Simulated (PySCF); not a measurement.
Electron correlation in Xe²⁺ (xenon, charge +2)

[Kr] 4d10 5s1 5p5, high-spin 3P determinant (an excited configuration). Computed with PySCF 2.14 in aug-cc-pwCVTZ-PP with ECP28MDF (8s7p6d4f1g, 96 functions), with a scalar-relativistic core potential. Frozen: 4s2 4p6 4d10; 6 electrons correlated.

MP2 pair energies summed by pair of shells (mhartree):

| pair | energy | share (%) |
| --- | --- | --- |
| 5p-5p | -120.71 | 89.1 |
| 5s-5p | -14.77 | 10.9 |

Total MP2 correlation energy: -135.48 mhartree.

Same-spin part -23.95 and opposite-spin part -111.54 mhartree; SCS-MP2 scales them by 1/3 and 6/5 to -141.83 mhartree.
